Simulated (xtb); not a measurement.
CH₁₀O₂Si₃, SMILES OC[Si@H](O)[SiH2][SiH3]. All values are semi-empirical tight-binding results from xtb (GFN2-xTB unless named), good for trends rather than for accurate numbers. Coordinates come from a GFN2-xTB optimisation. The structure was generated by enumeration; whether it is a known compound was not checked. One conformer was computed; it need not be the lowest.

Optimised geometry:

Bonded distances (Å): O1–C2 1.425, O1–H7 0.962, C2–Si3 1.922, C2–H8 1.095, C2–H9 1.097, Si3–O4 1.634, Si3–Si5 2.302, Si3–H10 1.477, O4–H11 0.955, Si5–Si6 2.317, Si5–H12 1.477, Si5–H13 1.477, Si6–H14 1.473, Si6–H15 1.466, Si6–H16 1.465. Angles (°): C2–O1–H7 110.1, O1–C2–Si3 104.8, O1–C2–H8 109.8, O1–C2–H9 110.0, Si3–C2–H8 112.3, Si3–C2–H9 112.8, H8–C2–H9 107.2, C2–Si3–O4 109.9, C2–Si3–Si5 104.0, C2–Si3–H10 104.6, O4–Si3–Si5 102.3, O4–Si3–H10 107.3, Si5–Si3–H10 128.2, Si3–O4–H11 123.4, Si3–Si5–Si6 113.8, Si3–Si5–H12 108.2, Si3–Si5–H13 109.2, Si6–Si5–H12 111.0, Si6–Si5–H13 111.8, H12–Si5–H13 102.3, Si5–Si6–H14 112.5, Si5–Si6–H15 113.4, Si5–Si6–H16 113.3, H14–Si6–H15 104.9, H14–Si6–H16 105.1, H15–Si6–H16 106.9.

Computed properties:
The orbital gap is 3.88 eV. The dipole moment comes out as 3.22 D. The zero-point energy is 64.2 kcal/mol and the G − E(el) at 298.15 K (modified RRHO) is 40.9 kcal/mol. The static polarisability (D4 model) is 109.5 bohr³, the solvation energy, GFN2-xTB/ALPB(water) is -7.3 kcal/mol and the solvation energy, GFN2-xTB/ALPB(octanol) is -9.2 kcal/mol.

Computed atomic charges and the Wiberg bond orders between heavy atoms:
charges (e) O1 -0.46, C2 -0.03, Si3 0.45, O4 -0.50, Si5 0.33, Si6 0.38, H7 0.28, H8 -0.02, H9 -0.02, H10 -0.09, H11 0.30, H12 -0.14, H13 -0.13, H14 -0.12, H15 -0.11, H16 -0.11. Bond orders O1–C2 0.99, C2–Si3 0.81, Si3–O4 1.18, Si3–Si5 0.82, Si5–Si6 0.84.
